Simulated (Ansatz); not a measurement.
Breaking the Ge1–H3 bond in GeH4Se (SMILES [GeH3][SeH]) (multiplicity 1 held, fragments rigid). Energies count from the point at 1.537 Å.
Geometry at that point (charge 0, multiplicity 1):
```csv
atom,x (Å),y (Å),z (Å)
Ge,-1.0910,0.3986,0.1388
Se,1.1127,-0.4468,-0.1569
H,-1.3102,1.6431,-0.7359
H,-2.0123,-0.7439,-0.3094
H,-1.3395,0.7445,1.6154
H,1.7428,0.7929,0.3247
```

Restricted levels (R-, RO-) in cc, def2 and unpolarised 6-31G sets keep to the state of the molecule at rest. U- levels take the lowest unrestricted solution at each point, which mixes spins at long bonds. Active spaces are followed from a long bond inwards. Levels need not reach the same state.

Frozen-core correlation. Filled d and f shells under p-block atoms count as core.

Codes used: Ansatz (an electronic-structure program) with Gaussian orbitals. 

Energies in kcal/mol.

```csv
R (Å),U-SCS-MP2/cc-pVDZ,R-CCSD/cc-pVDZ,U-CCSD(T)/cc-pVDZ,R-CCSDT(Q)/cc-pVDZ,"SC-NEVPT2 on CASSCF(2,2)/cc-pVDZ","FIC-MRCISD+Q on CASSCF(2,2)/cc-pVDZ"
1.229,31.4,31.5,31.6,31.7,32.4,31.5
1.383,6.2,6.3,6.4,6.4,6.8,6.3
1.537,0.0,0.0,0.0,0.0,0.0,0.0
1.691,3.8,3.6,3.4,3.4,3.0,3.5
1.844,12.7,12.0,11.7,11.6,10.8,11.7
2.075,29.6,27.9,27.3,27.1,25.7,27.3
2.305,53.3,43.7,43.0,42.3,40.4,42.5
2.689,73.1,65.0,63.9,61.8,59.6,62.2
3.074,79.2,78.6,76.3,73.2,70.8,73.6
3.535,81.3,87.1,81.0,79.1,76.8,79.8
4.150,82.0,91.5,82.1,81.3,79.2,82.1
4.918,82.2,93.2,82.2,81.6,79.7,82.7
```

Doubts at one or more of the structures used: a spin-contaminated determinant (U-SCS-MP2/cc-pVDZ, U-CCSD(T)/cc-pVDZ); a restricted determinant that unrestricted orbitals would lower (R-CCSD/cc-pVDZ, R-CCSDT(Q)/cc-pVDZ); other coupled-cluster roots lie near (R-CCSD/cc-pVDZ, R-CCSDT(Q)/cc-pVDZ); T1 above 0.05 (R-CCSD/cc-pVDZ, U-CCSD(T)/cc-pVDZ, R-CCSDT(Q)/cc-pVDZ).
